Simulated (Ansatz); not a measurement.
Basis-set extrapolation for CH3BN2, SMILES `NB1C=N1` (PBE0-D4/def2-TZVP geometry, frozen core, Ansatz). Multiplicity 1, RHF reference.

```csv
,def2-TZVPP,def2-QZVPP
HF,-173.270825,-173.278832
MP2 correlation,-0.643461,-0.688016
CCSD(T) correlation,-0.692006,not run
```

Energies in hartree. Use E(X) = E(∞) + A·exp(−7.88·√X) for Hartree–Fock and E(X) = E(∞) + B·X^(−2.97) for correlation, with X = 3 and 4, and add CCSD(T) minus MP2 of the smaller set to the MP2 limit.

**Question.** What is the CCSD(T) energy at the basis-set limit?

**Answer.** HF limit: -173.278832 + (-0.008007) × 0.13774 = -173.27993. MP2 limit: -0.688016 + (-0.044555) × 0.74074 = -0.72102. Higher-order term: -0.692006 − (-0.643461) = -0.04855. Total: -174.04950 hartree, 2.36 eV below CCSD(T)/def2-TZVPP.
